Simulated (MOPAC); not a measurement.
MOPAC input (PM3):

```
PM3 FORCE THERMO(298,298) PRECISE LET UHF MS=0.5 GEO-OK AUX(PRECISION=9) THREADS=1
AsF2

As   -0.14291616 1   -0.20046295 1    0.31380456 1
F     1.29816533 1   -0.35319677 1   -0.57465324 1
F    -0.76805649 1    1.09677926 1   -0.58934025 1
```

Which zero-point energy does it print?

2.56 kcal/mol, from the harmonic wavenumbers of PM3.
